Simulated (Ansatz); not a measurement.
Ansatz (a first-principles code) input (BLYP/def2-TZVPD):

Ansatz 0.2 input:
```yaml
crystal:
  periodic: [false, false, false]
  atoms:
    - {symbol: B, position_ang: [0.03800094, -0.00450089, 0.01099810]}
    - {symbol: F, position_ang: [0.27201426, 1.29016309, -0.29557195]}
    - {symbol: N, position_ang: [1.13535548, -0.86934287, 0.40415874]}
    - {symbol: N, position_ang: [-1.27930326, -0.47689142, 0.00532023]}
    - {symbol: H, position_ang: [1.93671852, -0.82868518, -0.22748986]}
    - {symbol: H, position_ang: [-2.05374782, 0.07613502, -0.32015905]}
    - {symbol: H, position_ang: [-1.51346926, -1.41277317, 0.28645318]}
basis:
  gaussian:
    orbitals: def2-TZVPD
hamiltonian:
  xc: {name: BLYP}
magnetization: {spin_polarized: true, initial_magnetization: 1}
output: {forces: true}
```

Output:

```
Functional definition: BLYP
integrals: 0.07 GiB planned
873 factors; their error is unknown
mean field: 0.79 GiB planned
mean field evaluation 1: about -6412.1244 eV, gradient 6.0e1 eV
mean field evaluation 2: about -6379.0158 eV, gradient 9.7e1 eV
mean field evaluation 4: about -6423.9241 eV, gradient 1.8e1 eV
mean field evaluation 8: about -6425.1858 eV, gradient 6.3e-2 eV
mean field evaluation 16: about -6425.1769 eV, gradient 1.5e-4 eV
mean field -6425.17691564 eV, -236.1208965083 hartree, gradient 2.9e-5 eV, S^2 0.753062; 3 other end points of the search recorded, 0 dependent functions left out
the calculation of the forces begins
reference -6425.17725097 eV, -236.1209088317 hartree; 16, 15 occupied and 162, 163 virtual orbitals, 873 factors
Total energy: -6425.17725097 eV, -236.1209088317 hartree
Atom 0 at     0.038001    -0.004501     0.010998 Å, force     0.349926    -0.292371     0.088822 eV/Å
Atom 1 at     0.272014     1.290163    -0.295572 Å, force     0.078950     0.632097    -0.147020 eV/Å
Atom 2 at     1.135355    -0.869343     0.404159 Å, force    -0.171019    -0.181525     0.195661 eV/Å
Atom 3 at    -1.279303    -0.476891     0.005320 Å, force    -0.150158    -0.029789     0.065961 eV/Å
Atom 4 at     1.936719    -0.828685    -0.227490 Å, force     0.302036     0.031599    -0.168692 eV/Å
Atom 5 at    -2.053748     0.076135    -0.320159 Å, force    -0.298166     0.168462    -0.145083 eV/Å
Atom 6 at    -1.513469    -1.412773     0.286453 Å, force    -0.111569    -0.328473     0.110352 eV/Å
Dipole moment:    -0.335346    -0.185795    -0.213362 e Å
```

It need not be the lowest isomer of its formula.
